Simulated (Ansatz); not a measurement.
Ansatz (a program for electronic structure) input:

Ansatz 0.2 input:
```yaml
crystal:
  periodic: [false, false, false]
  atoms:
    - {symbol: Ti, position_ang: [-0.40110585, -0.00343828, -0.09428122]}
    - {symbol: F, position_ang: [1.29660647, 0.01111452, 0.30477152]}
    - {symbol: H, position_ang: [-1.28463963, 0.66983202, 1.18294000]}
    - {symbol: H, position_ang: [-0.90442679, -1.59890939, -0.35188340]}
    - {symbol: H, position_ang: [-0.65606301, 0.90468890, -1.49981342]}
basis:
  gaussian:
    orbitals: def2-SVPD
magnetization: {spin_polarized: false}
correlation: {method: ccsd_t, electrons: outside_noble_gas}
output: {forces: true}
```

Task: What final total energy does it print?

Result: -949.76042 Eh (CCSD(T)/def2-SVPD). The basis has 81 functions.
